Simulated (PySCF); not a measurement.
C3H10Si.
Geometry (PBE0-D3(BJ)/def2-SVP, Å), atoms numbered from 1 in this order:
```xyz
14
C3H10Si angstrom
C     -1.8674    0.0615   -0.1475
C     -0.4239    0.2275    0.3046
C      0.5610   -0.6254   -0.4942
Si     2.3576   -0.4651    0.0555
H     -2.1983   -0.9843   -0.0432
H     -1.9870    0.3398   -1.2071
H     -2.5528    0.6890    0.4430
H     -0.1361    1.2909    0.2287
H     -0.3449   -0.0245    1.3768
H      0.5069   -0.3683   -1.5671
H      0.2805   -1.6923   -0.4294
H      2.8306    0.9475   -0.0938
H      2.5007   -0.8526    1.4944
H      3.2438   -1.3491   -0.7635
```

Computed with PBE0-D3(BJ)/def2-SVP geometry optimisation, gas phase in PySCF.

Take the most abundant isotopes and a rigid rotor. The values belong to one conformer with, in the numbering `[CH3:1][CH2:2][CH2:3][SiH3:4]`, C1–C2–C3–Si4 -179°.

Problem. Give the principal moments of inertia and the rotational constants in MHz.

Solution. Ia = 25.05, Ib = 226.15, Ic = 235.86 u·Å²; 505379 MHz·u·Å²/I gives A = 20174, B = 2235, C = 2143 MHz.

Problem. What kind of rotor is it?

Solution. A near-prolate asymmetric top; Ray's κ = -0.990.

Problem. Is it planar, by Δ = Ic − Ia − Ib?

Solution. Not planar: Δ = Ic − Ia − Ib = -15.34 u·Å². For a rigid frame Δ = −2 Σ m c², so Σ m c² = 7.67 u·Å² lies off the ab plane, practically all of it from hydrogen. The atom farthest from that plane is 1.22 Å away.

Problem. Where do the levels up to J = 3 lie, in K?

Solution. Above 0(0,0), as E/k:
J = 1: 1(0,1) 0.210, 1(1,1) 1.071, 1(1,0) 1.075
J = 2: 2(0,2) 0.630, 2(1,2) 1.487, 2(1,1) 1.500, 2(2,1) 4.083, 2(2,0) 4.083
J = 3: 3(0,3) 1.260, 3(1,3) 2.110, 3(1,2) 2.137, 3(2,2) 4.713, 3(2,1) 4.713, 3(3,1) 9.029, 3(3,0) 9.029
The levels of one J sum to (2J + 1)J(J + 1)(A + B + C)/3.

Problem. Which types of transition are allowed, and where do some lines up to J = 2 fall?

Solution. The dipole components are |μa| = 0.83 D, |μb| = 0.26 D, |μc| = 0.00 D; the mirror of this Cs structure is the ab plane, so μc vanishes by symmetry and there are no c-type lines. The squared components, which scale the intensities, stand as 1.00 : 0.10 (a : b). Some lines, for components of 0.1 D or more:

| type | branch | J(Ka,Kc) | MHz | lower level (cm⁻¹) |
| --- | --- | --- | --- | --- |
| a | R | 1(0,1) ← 0(0,0) | 4377 | 0.000 |
| a | R | 2(1,2) ← 1(1,1) | 8663 | 0.744 |
| a | R | 2(0,2) ← 1(0,1) | 8755 | 0.146 |
| a | R | 2(1,1) ← 1(1,0) | 8847 | 0.747 |
| b | Q | 1(1,0) ← 1(0,1) | 18031 | 0.146 |
| b | Q | 2(1,1) ← 2(0,2) | 18124 | 0.438 |
| b | R | 1(1,1) ← 0(0,0) | 22317 | 0.000 |
| b | R | 2(1,2) ← 1(0,1) | 26602 | 0.146 |
| b | Q | 2(2,0) ← 2(1,1) | 53819 | 1.043 |
| b | Q | 2(2,1) ← 2(1,2) | 54094 | 1.033 |
| b | R | 2(2,1) ← 1(1,0) | 62665 | 0.747 |
| b | R | 2(2,0) ← 1(1,1) | 62758 | 0.744 |

Problem. Estimate the classical rotational partition function at 10 K, 200 K and 500 K.

Solution. Point group Cs, symmetry number σ = 1; q = (√π/σ)·√((kT/h)³/(ABC)), k/h = 20836.6 MHz/K: 542 at 10 K, 48500 at 200 K, 192000 at 500 K.

PBE0-D3(BJ)/def2-SVP frequencies: not computed here. No vibrational averaging or centrifugal distortion is included, and the geometry carries the error of its method. A rigid rotor knows nothing of internal rotation, which can split or shift real lines.
